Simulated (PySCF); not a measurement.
Input of a run (PBE0-D3(BJ)/def2-SVP geometry optimisation, gas phase (PySCF 2.14.0)), started from GFN2-xTB:
```
{"job": {"xc": "PBE0", "basis": "def2-SVP", "d3": "d3bj", "grid": 1, "kind": "geom"}, "charge": 0, "multiplicity": 1}
C      3.286665    -0.120980    -0.882417
O      2.870098     0.843927     0.050349
B      1.789127     0.775698     0.811769
P      0.556957    -0.660831     0.807354
Si    -1.253613     0.151239     1.821833
C     -2.595068    -0.281692     0.525935
C     -2.136888     0.087797    -0.884777
Si    -0.359067    -0.540068    -1.225944
H      2.703206    -1.043251    -0.789377
H      4.342875    -0.332280    -0.702028
H      3.167444     0.279532    -1.891800
H      1.665494     1.659765     1.575256
H     -1.466464    -0.566326     3.081060
H     -1.239899     1.598601     2.078591
H     -2.780956    -1.356773     0.571587
H     -3.541635     0.208432     0.757870
H     -2.830681    -0.311674    -1.626224
H     -2.160165     1.175277    -0.993202
H     -0.341796    -1.897512    -1.787667
H      0.308919     0.363159    -2.175146
```

Output (energies in Eh, forces in Eh/bohr):
```
step   0  E = -1140.95306075  max force = 0.015368
step   1  E = -1140.95767306  max force = 0.002791
step   2  E = -1140.95788649  max force = 0.002024
step   3  E = -1140.95784137  max force = 0.003289
step   4  E = -1140.95801086  max force = 0.001138
step   5  E = -1140.95803903  max force = 0.000545
step   6  E = -1140.95809441  max force = 0.000821
step   7  E = -1140.95813379  max force = 0.001010
step   8  E = -1140.95818463  max force = 0.000772
step   9  E = -1140.95821139  max force = 0.000273
step  10  E = -1140.95822296  max force = 0.000281
optimisation converged
```

Q: Summarise the run.

A: The energy falls by 3.2 kcal/mol over 11 energy and gradient evaluations, the largest force component goes from 0.0154 to 2.8e-04 Eh/bohr, and the atoms move by 0.190 Å rms after alignment. The bond that changes most is B3–P4 (three-coordinate boron to three-coordinate phosphorus), which lengthens by 0.040 Å. Bonds longer at the end by more than 0.005 Å: 17 of 20; shorter: 2. Among the angles that change most is P4–Si5–H14, from 115.5° to 111.2°. Among the dihedrals that turn most is H9–C1–O2–B3, from -10° to -24°. The energy rose by more than 1e-6 Eh at step 3. The first step brought 89 % of the lowering.

Q: What are the final bond lengths?

A: C1–O2 1.405 Å, O2–B3 1.343 Å, B3–P4 1.933 Å, P4–Si5 2.262 Å, Si5–C6 1.897 Å, C6–C7 1.534 Å, C7–Si8 1.897 Å, P4–Si8 2.266 Å, C1–H9 1.104 Å, C1–H10 1.099 Å, C1–H11 1.101 Å, B3–H12 1.210 Å, Si5–H13 1.494 Å, Si5–H14 1.497 Å, C6–H15 1.104 Å, C6–H16 1.103 Å, C7–H17 1.103 Å, C7–H18 1.104 Å, Si8–H19 1.496 Å, Si8–H20 1.496 Å. Numbering counts from 1 in the input's order; the species is `COBP1[SiH2]CC[SiH2]1`.

The run used 184 basis functions and 71 SCF cycles in all. On an Arm Neoverse N1 with one thread, on a shared host, this took 5.3 min wall.

Stationary, but not proved a minimum. One conformer, not necessarily the lowest.
